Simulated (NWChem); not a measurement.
Molecule: Si$_{3}$H$_{8}$O; SMILES [SiH2]([SiH3])O[SiH3]

```xyz
12

Si     0.4689     2.2718    -0.0086
O     -0.5322     0.9813    -0.2368
Si    -1.0499    -0.5665     0.0414
Si     0.7002    -2.1424    -0.0102
H      0.2005     2.9160     1.3049
H      0.2317     3.2573    -1.0926
H      1.8944     1.8440    -0.0439
H     -1.7283    -0.6400     1.3679
H     -2.0555    -0.9065    -1.0017
H      1.7134    -1.8704     1.0475
H      0.1313    -3.4995     0.2294
H      1.3944    -2.1526    -1.3278
```
Atoms are numbered in this order, from 1.

Level: B3LYP/6-31G* (spherical d) (NWChem), optimised geometry, unscaled harmonic frequencies. 

```csv
frequency (cm⁻¹),IR intensity (km/mol)
17,1.3
34,0.2
46,0.8
105,0.5
165,8.3
364,23.2
406,4.7
522,19.7
582,1.8
623,1.1
730,36.5
736,35.7
761,35.3
847,718.8
921,53.0
943,38.0
950,40.3
963,97.4
966,116.6
970,229.6
1021,263.0
1126,411.8
2219,117.0
2230,76.7
2238,10.1
2242,168.6
2246,175.7
2248,220.5
2253,188.0
2271,178.1
```

- zero-point energy: 45.4 kcal/mol
- thermal correction to the enthalpy at 298.15 K (with zero-point energy): 51.4 kcal/mol
- heat capacity Cv: 28.1 cal/(mol K)
- entropy at 298.15 K and 1 atm (symmetry number 1): 96.3 cal/(mol K)
- dipole moment: 0.27 D

Rigid rotor and harmonic oscillator; modes under 100 cm⁻¹ make the entropy uncertain.
